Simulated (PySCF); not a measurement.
Isomers of C7H16OS, one GFN2-xTB conformer each. Single-point energies are computed at PBE0/pcSseg-1 (PySCF, gas phase, no added dispersion term), electronic only.

**Question.** Rank them by PBE0/pcSseg-1 energy, lowest first (kcal/mol).
A. `[CH3:1][S@@:2](=[O:3])[CH2:4][CH2:5][C:6]([CH3:7])([CH3:8])[CH3:9]` with C1–S2–C4–C5 -177°, S2–C4–C5–C6 179°
B. `[CH3:1][CH2:2][CH2:3][C@@H:4]([CH3:5])[CH2:6][S@@:7]([CH3:8])=[O:9]` with C1–C2–C3–C4 174°, C2–C3–C4–C5 65°, C3–C4–C6–S7 173°, C4–C6–S7–C8 -168°

**Answer.** A (0.0), B (1.2).

As drawn, the lower has a quaternary carbon, which the higher lacks. Neighbours under 2.5 kcal/mol apart (C[S@@](=O)CCC(C)(C)C and CCC[C@@H](C)C[S@@](C)=O) can change places with a better method, another conformer or zero-point energy. GFN2-xTB itself gives, in the same order: 0.0, 1.2. Both levels put the same isomer lowest.

**Question.** Which frontier levels, dipoles and rotational constants go with these structures?

**Answer.** 
```
                 SMILES  HOMO (eV, PBE0/pcSseg-1)  LUMO (eV)  dipole (D)       A, B, C (MHz)
   C[S@@](=O)CCC(C)(C)C                     -6.53       0.85        3.64  2702, 620.0, 586.6
CCC[C@@H](C)C[S@@](C)=O                     -6.49       0.91        3.48  3179, 532.2, 513.2
```
